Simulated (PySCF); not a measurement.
Cartesian coordinates in Å; atom numbers follow the order of the lines, from 1:
```xyz
8

Br    2.4019   -1.2118    0.0227
C     0.7151   -0.4333    0.0426
C     0.4126    0.8947    0.0567
O    -0.9384    0.9866    0.0675
C    -1.3760   -0.2810    0.0594
N    -0.4394   -1.1698    0.0447
H     0.9908    1.8127    0.0608
H    -2.4532   -0.4374    0.0659
```

- PBE0/pcSseg-1 with gauge-including orbitals
- structure optimised with PBE0-D3(BJ)/def2-SVP
- code: PySCF 2.14.0 with density-fitted response routines
- one computed conformer, no solvent, non-relativistic

Referencing at the same level of theory: TMS for 13C (σref 184.41) and 1H (σref 31.27); 79Br (σref 2584.45) against HBr; H2O for 17O (σref 334.56); 15N (σref 265.67) against NH3.

```csv
atoms,nucleus,count,δ (ppm)
C2,13C,1,139.1
O4,17O,1,336.5
C3,13C,1,?
Br1,79Br,1,393
H8,1H,1,7.57
C5,13C,1,?
N6,15N,1,304.0
H7,1H,1,7.64
```

**Question.** Complete the table.

**Answer.** 
- C5: 153.4 ppm, aromatic CH between two ring heteroatoms
- C3: 142.6 ppm, aromatic CH next to the ring oxygen

Spin–orbit coupling is missing: it shields a carbon bonded to bromine, so the measured shift of such a carbon is lower than the computed one. Shifts are as computed. Against solution values, carbons near 30 ppm lie about +2 ppm off and those near 130 ppm about +5 ppm; carbons on Br a further +13 ppm. Of 1211 compounds with measured shifts, 218 miss one by over three times the rms of a fit or turn the order of signals round; such compounds aren't used in these exercises. Unscaled 17O shifts of doubly bonded oxygen tend to come out too high, by tens of ppm or more. Experimental scales use liquid or dissolved standards, which lie at an offset from isolated NH3 (liquid NH3: subtract about 20 ppm) and H2O (liquid H2O: subtract about 36 ppm). Unscaled 15N shifts of sp2 nitrogen come out 20 to 40 ppm too high even then.
